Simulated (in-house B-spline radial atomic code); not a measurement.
**PBEsol excitations of Cl⁵⁺**

Method: PBEsol. Computed with an all-electron radial atomic-structure program (B-spline basis): linear response of the closed shell [Ne] 3s2 with the functional's adiabatic kernel; scalar-relativistic (spin-free one-electron X2C), finite nucleus, no spin-orbit coupling, no double excitations, S, P, D and F terms only.

Command:
```bash
python run_td.py task.json out
```
Settings (radii: box in bohr, nucleus in fm):
```
Z                        17
electrons                12
configuration            [Ne] 3s2
hamiltonian              x2c
method                   pbesol
box_radius               16.35
rms_radius               3.3654
intervals                72
```

Run time, properties included: 0.5 s on 1 thread of Arm Neoverse N1, with other jobs on the host.

The lowest states, in the order of their Tamm-Dancoff energies; the method's threshold (minus the highest occupied level) is 89.32 eV. Labels give the largest channel, * marks a mixed state, and oscillator strengths are full-response dipole values. Semilocal kernels can invert the small singlet-triplet splittings of Rydberg terms. Energies in eV:

```
     state  full response  Tamm-Dancoff  oscillator strength
3s → 3p 3P         11.590        11.920                    -
3s → 3p 1P         18.485        19.161                 1.25
3s → 3d 3D          32.35         32.48                    -
3s → 3d 1D          35.37         35.38                    -
3s → 4s 3S          49.89         49.90                    -
3s → 4s 1S          51.17         51.20                    -
3s → 4p 3P          54.89         54.90                    -
3s → 4p 1P          55.37         55.40                0.152
3s → 4d 3D          61.81         61.82                    -
3s → 4d 1D              ?             ?                    -
3s → 4f 3F              ?             ?                    -
3s → 4f 1F          64.25         64.25                    -
3s → 5s 3S          67.90         67.90                    -
3s → 5s 1S          68.26         68.27                    -
3s → 5p 3P          70.04         70.04                    -
3s → 5p 1P          70.16         70.17               0.0557
```

**Question.** Where does 3s → 4f 3F lie?

**Answer.** At 63.93 eV in full response, 63.95 eV in Tamm-Dancoff.

**Question.** Where does 3s → 4d 1D lie?

**Answer.** At 62.07 eV in full response, 62.08 eV in Tamm-Dancoff.

**Question.** How large is the singlet-triplet splitting of 3s → 3p (P terms) in Tamm-Dancoff?

**Answer.** 7.24 eV, from the unrounded values.

**Question.** What polarisabilities and dispersion coefficient does the method give?

**Answer.** Dipole 2.828 bohr³, quadrupole 3.168 bohr⁵, C6 4.362 hartree·bohr⁶ for two such species.
